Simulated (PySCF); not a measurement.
C3H7NSi, SMILES C(=C[SiH3])=CN.

The structure is a stationary point at PBE0-D3(BJ)/def2-SVP. The structure was generated by enumeration; whether it is a known compound was not checked. One conformer was computed; it need not be the lowest.

Computed with PBE/def2-TZVP in PySCF.

The molecule is in vacuum.

```json
{
  "total_energy": "-462.40401 hartree",
  "highest_occupied_level": "-4.82 eV",
  "lowest_empty_level": "-1.34 eV",
  "orbital_gap": "3.48 eV",
  "dipole_moment": "0.459 e·Å",
  "quadrupole, principal values (traceless, Buckingham form, about the centre of nuclear charge)": "-6.33, -0.60, 6.93 D·Å",
  "mean_static_polarisability": "80.6 bohr³ (11.94 Å³)",
  "polarisability_principal_values": "58.4, 60.1, 123.4 bohr³"
}
```
